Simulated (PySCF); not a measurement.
4,4-difluorobuta-1,2-diene (C4H4F2), SMILES C=C=CC(F)F. Geometry optimised at TPSSh-D3(BJ)/def2-SVP. The values are those of a single conformer.

Computed equilibrium geometry at TPSSh-D3(BJ)/def2-SVP (PySCF confirms it by a frequency run) as Cartesian coordinates in Å, and its point group (one conformer of several):
point group Cs.
```xyz
10

C      2.8005    -0.2535     0.0000
C      1.5700     0.1940     0.0000
C      0.3304     0.6257     0.0000
C     -0.8488    -0.2993     0.0000
F     -1.6287    -0.0581     1.0956
F     -1.6287    -0.0581    -1.0956
H      3.3347    -0.4449     0.9367
H      3.3347    -0.4449    -0.9367
H      0.0976     1.6971     0.0000
H     -0.5630    -1.3629     0.0000
```
Charge 0, spin multiplicity 1.
